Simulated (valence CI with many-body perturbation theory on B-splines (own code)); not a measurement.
**Hyperfine factors and g values of Tl65+**

Computed by configuration interaction combined with many-body perturbation theory (CI+MBPT): six valence electrons over a frozen Dirac-Fock core [Ne], radial functions for each j: 9 s, 9 p, 8 d, 6 f, 3 g, 1 h, with the one-electron correlation potential Σ1, the two-electron term Σ2, the three-electron term Σ3, Breit, model QED; selected CI, second order for the rest, scaled by the run's own slope (own B-spline code, finite nucleus).

No measured spectrum was set against this ion. As an estimate, large intervals hold to a few tenths of a per cent, small ones and those within an open d or f shell to about a per cent. Among the levels kept, up to 1100 cm⁻¹ of a level comes from second order outside the variational space, and about a tenth of that is noise between levels of different J, which matters for small intervals.

A/g_I is the dipole constant over the nuclear g factor μ/I (μ in nuclear magnetons, uniformly magnetised nucleus), B/Q the quadrupole constant per barn. Both hold the static response of the core; the bare values leave it out. Large factors of s and p1/2 electrons are usually good to 5 to 10 %; those of open d and f shells near neutrality can be off by tens of per cent, and small factors of p3/2, d and f electrons come from cancelling terms and can be off by a factor of two or in sign, in half-filled shells by more. B is blank for J = 1/2, where it vanishes, and for nearly pure S terms. Energies count from the lowest level. Levels with J = 0 are left out.

Levels are named by their leading jj configuration (3d3/2^4 stands for four electrons in 3d with j = 3/2), which in mixed levels can hold well under half, so a name can repeat and another be missing. Letters in brackets count levels of one name in rising energy.

```tsv
Level	E (× 10³ cm⁻¹)	g	A/g_I (MHz)	A/g_I bare	B/Q (MHz/b)	B/Q bare
(3s^2 3p1/2^2 3p3/2^2) J=2	0.00	1.325	286000	284000	31100	30700
(3s^2 3p1/2^2 3p3/2 3d3/2) J=2	2129.5	1.041	220000	221000	-3850	-3590
(3s^2 3p1/2^2 3p3/2 3d3/2) J=1	2209.4	1.088	211000	213000	-265000	-264000
(3s^2 3p1/2^2 3p3/2 3d3/2) J=3	2211.9	1.074	217000	219000	647000	643000
(3s^2 3p1/2^2 3p3/2 3d5/2) J=4	3151.1	1.243	143000	145000	661000	657000
(3s^2 3p1/2^2 3p3/2 3d5/2) J=2	3220.4	1.222	84800	88200	-378000	-373000
(3s^2 3p1/2^2 3p3/2 3d5/2) J=3	3385.1	1.205	127000	129000	-35500	-32500
(3s^2 3p1/2^2 3p3/2 3d5/2) J=1	3490.4	1.056	-110000	-103000	84600	84800
(3s^2 3p1/2^2 3d3/2^2) J=2	4350.6	0.759	159000	163000	1070	1290
(3s^2 3p1/2 3p3/2^3) J=1	4354.3	1.487	-372000	-361000	-292000	-289000
(3s^2 3p1/2 3p3/2^3) J=2	4439.2	1.140	949000	935000	-614000	-607000
(3s^2 3p1/2^2 3d3/2 3d5/2) J=3	5416.7	1.069	87900	91800	27800	28600
(3s^2 3p1/2^2 3d3/2 3d5/2) J=2	5516.6	1.164	70700	74600	-49600	-50900
(3s^2 3p1/2^2 3d3/2 3d5/2) J=4	5559.3	1.051	96200	100000	172000	177000
(3s^2 3p1/2^2 3d3/2 3d5/2) J=1	5563.9	1.500	-4390	-1170	34800	35900
(3s 3p1/2^2 3p3/2^3) J=2	6069.0	1.463	2110000	2080000	-541000	-535000
(3s 3p1/2^2 3p3/2^3) J=1	6244.1	1.186	-1200000	-1170000	-218000	-216000
(3s^2 3p1/2 3p3/2^2 3d3/2) J=2 [a]	6393.9	1.025	501000	497000	-305000	-302000
(3s^2 3p1/2 3p3/2^2 3d3/2) J=1 [a]	6425.9	1.000	535000	529000	-95500	-95300
(3s^2 3p1/2 3p3/2^2 3d3/2) J=3 [a]	6465.8	1.061	488000	484000	16500	17600
(3s^2 3p1/2 3p3/2^2 3d3/2) J=4	6533.8	1.037	569000	563000	103000	106000
(3s^2 3p1/2^2 3d5/2^2) J=4	6562.1	1.174	63700	67200	83200	85900
(3s^2 3p1/2^2 3d5/2^2) J=2	6648.3	1.200	62500	66300	-52100	-53700
(3s^2 3p1/2 3p3/2^2 3d3/2) J=2 [b]	6659.7	0.801	787000	779000	346000	345000
(3s^2 3p1/2 3p3/2^2 3d3/2) J=3 [b]	6784.0	1.161	88600	92300	62500	62900
(3s^2 3p1/2 3p3/2^2 3d3/2) J=2 [c]	6856.4	1.241	498000	493000	-40400	-41900
(3s^2 3p1/2 3p3/2^2 3d3/2) J=1 [b]	6914.0	1.445	241000	241000	241000	239000
(3s^2 3p1/2 3p3/2^2 3d3/2) J=1 [c]	7027.0	0.921	-630000	-611000	-157000	-153000
(3s^2 3p1/2 3p3/2^2 3d5/2) J=3 [a]	7378.9	1.307	-193000	-185000	75200	76300
(3s^2 3p1/2 3p3/2^2 3d5/2) J=4 [a]	7379.3	1.293	-95300	-89100	186000	188000
(3s^2 3p1/2 3p3/2^2 3d5/2) J=4 [b]	7492.4	1.171	482000	478000	26900	28400
(3s^2 3p1/2 3p3/2^2 3d5/2) J=5	7518.7	1.184	439000	436000	125000	128000
(3s^2 3p1/2 3p3/2^2 3d5/2) J=1	7528.9	0.877	1260000	1240000	15900	16000
(3s^2 3p1/2 3p3/2^2 3d5/2) J=2 [a]	7688.8	1.273	-355000	-344000	514000	510000
```

(1) Take the isotope of mass number 205, with I = 1/2, μ = 1.632 μN. What is the hyperfine structure of (3s^2 3p1/2^2 3p3/2 3d5/2) J=3?

## Answers

(1) From the table A = 416000 MHz. Shifts from the centre of gravity in MHz: F = 5/2: -832000, F = 7/2: 624000.
